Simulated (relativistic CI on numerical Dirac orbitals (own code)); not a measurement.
Line list: Electric-dipole lines, Cu²⁺

Computed by Dirac-Coulomb-Breit CI, separate exchange-only KLI orbitals for each configuration, model QED, valence Slater integrals scaled by 0.85, configuration energies shifted to the measured levels that pair with them (semi-empirical) (own radial code, finite nucleus).

Configurations in the expansion (outside the closed core [Ar]): 3d⁹, 3d⁸4s, 3d⁸4p, 3d⁷4s², 3d⁸5s, 3d⁸4d, 3d⁸5p, 3d⁷4s4p, 3d⁸4f, 3d⁸5d, 3d⁸5f, 3d⁸5g, 3d⁷4p², 3d⁷4s5s. Levels of other configurations are missing.

```csv
λ vac (nm),Lower,Upper,A (s⁻¹),E lower (eV),E upper (eV)
155.16,3d⁸4s ²G9/2 [16],3d⁸4p ²G°9/2 [61],8.31e+08,10.8798,18.8706
155.64,3d⁸4s ²G7/2 [17],3d⁸4p ²G°7/2 [60],8.67e+08,10.8837,18.8495
159.62,3d⁸4s ⁴F9/2 [3],3d⁸4p ⁴F°9/2 [25],5.23e+08,7.4902,15.2577
160.18,3d⁸4s ⁴F7/2 [4],3d⁸4p ⁴F°7/2 [28],4.05e+08,7.6435,15.3836
160.85,3d⁸4s ⁴F5/2 [5],3d⁸4p ⁴F°5/2 [30],4.58e+08,7.7733,15.4813
160.94,3d⁸4s ⁴P5/2 [12],3d⁸4p ⁴D°7/2 [49],6.47e+08,10.0241,17.7278
161.71,3d⁸4s ⁴F3/2 [6],3d⁸4p ⁴F°3/2 [31],7.02e+08,7.8631,15.5300
162.83,3d⁸4s ⁴F7/2 [4],3d⁸4p ⁴F°9/2 [25],2.46e+08,7.6435,15.2577
162.92,3d⁸4s ⁴F5/2 [5],3d⁸4p ⁴F°7/2 [28],3.68e+08,7.7733,15.3836
164.09,3d⁸4s ⁴F9/2 [3],3d⁸4p ⁴G°11/2 [21],8.14e+08,7.4902,15.0459
164.56,3d⁸4s ⁴F9/2 [3],3d⁸4p ⁴G°9/2 [20],2.97e+08,7.4902,15.0242
164.87,3d⁸4s ²D5/2 [9],3d⁸4p ²F°7/2 [41],6.35e+08,9.7068,17.2270
164.99,3d⁸4s ⁴F7/2 [4],3d⁸4p ⁴G°7/2 [23],3.71e+08,7.6435,15.1579
166.36,3d⁸4s ²F7/2 [7],3d⁸4p ²D°5/2 [34],6.71e+08,8.2922,15.7449
167.33,3d⁸4s ²F7/2 [7],3d⁸4p ²F°7/2 [33],4.94e+08,8.2922,15.7017
167.39,3d⁸4s ²F5/2 [8],3d⁸4p ²F°5/2 [35],6.59e+08,8.5292,15.9359
167.39,3d⁸4s ⁴F3/2 [6],3d⁸4p ⁴G°5/2 [26],4.67e+08,7.8631,15.2698
167.89,3d⁸4s ⁴F5/2 [5],3d⁸4p ⁴G°7/2 [23],3.71e+08,7.7733,15.1579
167.98,3d⁸4s ⁴F7/2 [4],3d⁸4p ⁴G°9/2 [20],3.83e+08,7.6435,15.0242
168.50,3d⁸4s ²D3/2 [10],3d⁸4p ²F°5/2 [40],6.17e+08,9.7843,17.1422
168.98,3d⁸4s ²G9/2 [16],3d⁸4p ²F°7/2 [55],6.59e+08,10.8798,18.2172
169.68,3d⁸4s ⁴F5/2 [5],3d⁸4p ⁴D°3/2 [22],6.38e+08,7.7733,15.0801
169.77,3d⁸4s ²D5/2 [9],3d⁸4p ⁴P°5/2 [38],5.76e+08,9.7068,17.0100
170.23,3d⁸4s ⁴F7/2 [4],3d⁸4p ⁴D°5/2 [19],6.58e+08,7.6435,14.9268
170.45,3d⁸4s ²G9/2 [16],3d⁸4p ²H°11/2 [54],7.42e+08,10.8798,18.1539
170.53,3d⁸4s ²P3/2 [14],3d⁸4p ²D°5/2 [50],6.47e+08,10.6905,17.9609
171.41,3d⁸4s ⁴F9/2 [3],3d⁸4p ⁴D°7/2 [18],6.77e+08,7.4902,14.7234
173.39,3d⁸4s ²G7/2 [17],3d⁸4p ²H°9/2 [51],6.67e+08,10.8837,18.0342
174.34,3d⁸4s ²F7/2 [7],3d⁸4p ²G°9/2 [29],5.51e+08,8.2922,15.4039
174.99,3d⁸4s ²F5/2 [8],3d⁸4p ²G°7/2 [32],4.62e+08,8.5292,15.6145
```

Terms are leading LS components. Brackets give the number of a level in order of energy, since labels repeat. The list gives strong lines, with weight on those to low levels, without configurations that were not tied to measured data, without lines whose two gauges differ by over a factor of 2.5, among the lowest 400 of 1075 levels, so that lines to higher ones, which can be the strongest, are missing, and without lines across small gaps between configurations. Levels whose partners in the same complex of configurations lie outside the list can be far off, and so can their lines. Rates are taken at the computed energies, electric ones in the length gauge.

Configurations whose levels could be paired with our table of measured levels were shifted onto them, all but the ground configuration, by the median error of their levels; single terms can still be off by 1,000 to 2,000 cm⁻¹ or more, and rates follow the energies as ν³ (E1, M1) or ν⁵ (E2). The others borrow a shift and can be off by several thousand cm⁻¹ or more. The fine structure of a lone outer electron comes out too small, for d and f at times inverted, and misplaced configurations move strength between like terms. 60 of the 60 excited levels that our extract of the measured tables holds in this range could be paired (the sources list more); they are missed by 465 cm⁻¹ on average and 1607 at most, after the shifts were fitted to these levels, and levels without a partner can miss by more.

LS names give the leading component of a level, which can be under half, so a name can repeat, a term be missing and a line seem to break the LS rules.
